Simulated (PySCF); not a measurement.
C2H8BClSi.

```xyz
13

Si     0.8267    -0.3330    -0.4879
Cl     1.4463     1.5395     0.2062
B     -1.0850    -0.7310     0.0656
C     -1.9666     0.4048     0.6688
C     -1.6338    -2.1807    -0.1523
H      1.8003    -1.3430     0.0346
H      0.9665    -0.3191    -1.9794
H     -1.4087     1.1629     1.2384
H     -2.3571     0.9397    -0.2233
H     -2.8450     0.0578     1.2349
H     -2.7261    -2.2241    -0.2894
H     -1.4274    -2.6923     0.8111
H     -1.1354    -2.7805    -0.9287
```

Geometry: PBE0-D3(BJ)/def2-SVP. The structure was generated by enumeration, and PubChem lists no compound with its InChIKey, so it may never have been made. Other conformers were not sampled.

Calculation: PySCF with PBE0/pcSseg-1. Non-relativistic, no solvent.

Computed absolute GIAO shielding of each atom: isotropic value and principal components (ppm):
```tsv
atom	σ(iso)	σ11	σ22	σ33	span
Si1	375.8	286.9	362.0	478.5	191.6
Cl2	1049.4	1021.7	1061.5	1065.1	43.5
B3	-4.0	-72.1	-62.3	122.5	194.5
C4	161.6	130.8	171.3	182.6	51.8
C5	164.2	136.3	172.8	183.6	47.4
H6	26.2	21.9	25.4	31.2	9.3
H7	26.2	22.1	25.3	31.1	9.0
H8	28.8	24.0	29.3	33.1	9.1
H9	30.6	26.1	29.9	35.8	9.7
H10	29.7	26.2	28.6	34.3	8.0
H11	29.7	26.1	28.8	34.2	8.1
H12	30.6	26.7	29.2	36.0	9.2
H13	29.6	25.9	29.1	33.8	7.9
```
